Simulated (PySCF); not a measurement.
# Protonation sites of `CN(C)C(C)(C)C` (C6H15N)

Molecule: `CN(C)C(C)(C)C` (C6H15N). Atom numbers as in the mapped SMILES `[CH3:1][N:2]([CH3:3])[C:4]([CH3:5])([CH3:6])[CH3:7]`.

These are calculated values, ωB97X-D3(BJ)/def2-TZVP in PySCF (grid level 2) at geometries from PBE0-D3(BJ)/def2-SVP. Zero-point and thermal terms (298.15 K, 1 bar) come from unscaled PBE0-D3(BJ)/def2-SVP harmonic frequencies, with soft modes damped to free rotors in the entropy.

```tsv
site	product	PA / kJ/mol	GB / kJ/mol
N2 (amine nitrogen)	C[NH+](C)C(C)(C)C	990	957
```

PA is −ΔH and GB is −ΔG of B + H⁺ → BH⁺ in the gas phase. Sites whose products fell apart, merged with another or lost in a GFN2-xTB screen aren't listed.

In toluene the product from N2 is solvated 131 kJ/mol more strongly than the parent (electrostatics only).

Measured values (NIST Chemistry WebBook, evaluated or the median of agreeing entries): proton affinity (−ΔH) 980 kJ/mol (computed 990, difference 10); gas-phase basicity (−ΔG) 949 kJ/mol (computed 957, difference 8).
